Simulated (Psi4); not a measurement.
C₃H₈N (SMILES [CH2]NCC), doublet (typed; the unrestricted solution is spin-contaminated), geometry from GFN2-xTB, with bond 8-3 at 2.0 times its length. Base run: BLYP/STO-3G (Psi4).

Geometry (Å):
```xyz
12

C      1.8384     0.5077     0.1452
N      0.4702     0.4305     0.3675
C     -0.3512    -0.3244    -0.5486
C     -1.7372    -0.5454     0.0442
H      2.3106    -0.3905    -0.2075
H      2.3870     1.1449     0.8127
H      0.0542     1.3104     0.6460
H     -0.5385     0.6821    -2.5026
H      0.1430    -1.2852    -0.7169
H     -1.6580    -1.0488     1.0044
H     -2.3382    -1.1564    -0.6236
H     -2.2449     0.4056     0.1931
```
Charge 0, spin multiplicity 2.
Orbitals are unrestricted.
All else is at Psi4's defaults (density fitting).
Base energy -171.39352 Eh.

Variants of this job, named by their change:

```
change                                        ΔE vs base (mEh)  SCF cycles  grid points  basis functions
--------------------------------------------  ----------------  ----------  -----------  ---------------
base                                                     0.000          14       256529               28
guess = huckel                                           0.000          15       256529               28
basis_guess = sto-3g                                     0.000           1       256529               28
dft_radial_scheme = mura                                 0.000          14       259787               28
guess = sadno                                            0.000          15       256529               28
d_convergence = 1e-4                                     0.000          12       256529               28
e_convergence = 1e-10                                    0.000          15       256529               28
guess = modhuckel                                        0.000          15       256529               28
dft_radial_points = 150                                  0.000          14       508539               28
diis_max_vecs = 15                                       0.000          14       256529               28
puream = false                                           0.193          14       256529               28
dft_radial_scheme = multiexp                             0.001          14       269837               28
cholesky_tolerance = 1e-3 (with scf_type cd)            -2.023          13       256529               28
```

Open shells are given as the SCF converged; they aren't shown to be the lowest states, and a large step between rows can be another state.
